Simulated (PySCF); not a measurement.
H6AlO2Si2 (SMILES [SiH3][O][Al][O][SiH3]), doublet, at a GFN2-xTB geometry (such geometries of metal compounds can be far from the true shape) (the spin is typed, not shown lowest); TPSS/3-21G in PySCF.

PySCF was given this input:
```python
from pyscf import gto, scf, dft

mol = gto.Mole()
mol.atom = '''
    Al   -0.02698009   -0.40702412    0.04274690
    O    -1.39877031    0.07977984    0.89955735
    Si   -2.72988943    0.55834387    1.73074908
    H    -2.74818189   -0.22675223    2.96476467
    H    -3.87857814    0.26998013    0.87225771
    H    -2.57225849    1.98996200    1.98552104
    O     1.38427311   -0.29244768   -0.87818295
    Si    2.75557733   -0.17311954   -1.77079069
    H     2.54611838   -0.99960202   -2.95937437
    H     3.84060494   -0.67649878   -0.92880390
    H     2.91938344    1.24242671   -2.10048748
'''
mol.basis = '3-21g'
mol.spin = 1
mol.verbose = 5
mol.build()

mf = dft.UKS(mol)
mf.xc = 'tpss'
mf.grids.level = 7
mf.kernel()
```

Q: What does PySCF print? Leave out banner, timings and long lists.

A: 
```
PySCF version 2.14.0

[INPUT] verbose = 5
[INPUT] max_memory = 4000
[INPUT] num. atoms = 11
[INPUT] num. electrons = 63
[INPUT] charge = 0
[INPUT] spin (= nelec alpha-beta = 2S) = 1
[INPUT] symmetry False subgroup None
[INPUT] Mole.unit = angstrom
[INPUT] Symbol           X                Y                Z      unit          X                Y                Z       unit  Magmom
[...]
[INPUT] ---------------- BASIS SET ----------------
[INPUT] l, kappa, [nprim/nctr], expnt,             c_1 c_2 ...
[INPUT] Si
[...]
                                137.336           0.386229
                                29.7601           0.67238
[...]
                                8.31729           0.10741
                                2.21645           0.951446
[...]
                                0.302422          1.25165
[...]
                                8.31729           0.457578
                                2.21645           0.607427
[...]
                                0.302422          0.956883
[...]
[INPUT] Al
[...]
                                116.952           0.389061
                                25.3326           0.669468
[...]
                                6.63314           0.146245
                                1.72675           0.92373
[...]
                                0.202506          1.18412
[...]
                                6.63314           0.461174
                                1.72675           0.605535
[...]
                                0.202506          0.97266
[...]
[INPUT] H
[...]
                                0.824547          0.904691
[...]
[INPUT] O
[...]
                                48.4308           0.3515
                                10.4206           0.707658
[...]
                                1.5762            1.22156
[...]
                                1.5762            0.853955
[...]
nuclear repulsion = 308.97899544025
number of shells = 43
number of NR pGTOs = 129
number of NR cGTOs = 69
basis = 3-21g
ecp = {}

******** <class 'pyscf.dft.uks.UKS'> ********
method = UKS
initial guess = minao
damping factor = 0
level_shift factor = 0
DIIS = <class 'pyscf.scf.diis.CDIIS'>
diis_start_cycle = 1
diis_space = 8
diis_damp = 0
SCF conv_tol = 1e-09
SCF conv_tol_grad = None
SCF max_cycles = 50
direct_scf = True
direct_scf_tol = 1e-13
number electrons alpha = 32  beta = 31
XC library pyscf.dft.libxc version 7.1.2
[...]
 -3.47689044e+00 -3.47684756e+00 -2.54470441e+00 -2.54380585e+00
 -2.54072186e+00 -8.92502668e-01 -8.87144672e-01 -5.22585891e-01
 -5.11802084e-01 -4.11894204e-01 -3.87464145e-01 -3.53924837e-01
 -3.53619808e-01 -3.50525800e-01 -3.50046274e-01 -2.69878482e-01
 -2.69714608e-01 -2.49630119e-01 -2.48704192e-01 -1.37917999e-01
 -3.97898279e-02 -2.42810756e-02  1.70516168e-02  3.43253784e-02
  9.79879013e-02  9.95564714e-02  1.01022472e-01  1.02657557e-01
  1.29302020e-01  1.37472977e-01  1.41046200e-01  2.06736587e-01
  2.28264244e-01  2.36465835e-01  2.95761584e-01  2.96575842e-01
  3.14425292e-01  3.17335840e-01  3.30696577e-01  3.51171402e-01
  4.10577462e-01  5.06500320e-01  6.23663120e-01  1.08196940e+00
  1.08345180e+00  1.10704600e+00  1.10917368e+00  1.11413446e+00
  1.11480499e+00  1.41068803e+00  1.41725183e+00  1.49468917e+00
  1.49742904e+00  1.76123624e+00  1.97290272e+00  2.64003930e+00
  2.90148392e+00]
  beta  mo_energy =
[-6.52375046e+01 -6.52374782e+01 -5.52555834e+01 -1.87818949e+01
 -1.87814422e+01 -5.10596253e+00 -5.10564115e+00 -3.97511290e+00
 -3.48023096e+00 -3.48017049e+00 -3.47685117e+00 -3.47681334e+00
 -3.47676805e+00 -3.47672139e+00 -2.54116653e+00 -2.53966007e+00
 -2.53814270e+00 -8.89120806e-01 -8.84128202e-01 -5.17990350e-01
 -5.08836819e-01 -4.05820727e-01 -3.82764417e-01 -3.52641398e-01
 -3.52373873e-01 -3.49913808e-01 -3.49775926e-01 -2.65086685e-01
 -2.63777828e-01 -2.48058520e-01 -2.47787815e-01 -9.12850423e-02
 -6.33826959e-03 -9.90207163e-04  1.76819228e-02  3.76097964e-02
  9.79980626e-02  9.96627142e-02  1.00868913e-01  1.02581492e-01
  1.33024020e-01  1.41766530e-01  1.42483761e-01  2.21659688e-01
  2.49281203e-01  2.54641444e-01  2.96004495e-01  2.96532692e-01
  3.16263437e-01  3.19049785e-01  3.32010458e-01  3.54184965e-01
  4.23122878e-01  5.11128690e-01  6.33343845e-01  1.08235907e+00
  1.08404482e+00  1.10706049e+00  1.10958311e+00  1.11481092e+00
  1.11487267e+00  1.41213988e+00  1.41934135e+00  1.49923869e+00
  1.50035510e+00  1.77057299e+00  1.97991773e+00  2.64442079e+00
  2.91247112e+00]
multiplicity <S^2> = 0.75435642  2S+1 = 2.0043517
nelec by numeric integration = [31.99999995 30.99999996]
E1 = -1960.0485170828576  E2 = 680.6679353119639  Ecoul = 760.657640144016  Exc = -79.98970483205204
Extra cycle  E= -970.401586330644  delta_E= 8.53e-11  |g|= 1.77e-05  |ddm|= 2.97e-05
converged SCF energy = -970.401586330644  <S^2> = 0.75435642  2S+1 = 2.0043517
```
